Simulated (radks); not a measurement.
Q: All-electron atom: the germanium ion Ge3+ in [Ar] 3d10 4s1. All-electron calculation, Dirac Kohn-Sham, PBE, spin-unpolarised, spherical densities, finite nucleus; Fermi nuclear charge, rms radius 4.0742 fm. Program: a radial shooting solver on a logarithmic mesh with Libxc functionals.

Spin-orbit splittings of the eigenvalues, e(l+1/2) - e(l-1/2), with zeta = 2 splitting/(2l+1) and mean radii in bohr:

shell  occ.  splitting (eV)  zeta (eV)  <r> j=l-1/2  <r> j=l+1/2
2p        6           31.88      21.25       0.1812       0.1848
3p        6           4.279      2.852       0.6392       0.6498
3d       10               ?          ?       0.7218       0.7266
4p        0          0.3823     0.2548        2.134        2.160

Estimate the 3d splitting.

A: 0.5924 eV (zeta = 0.2369 eV).
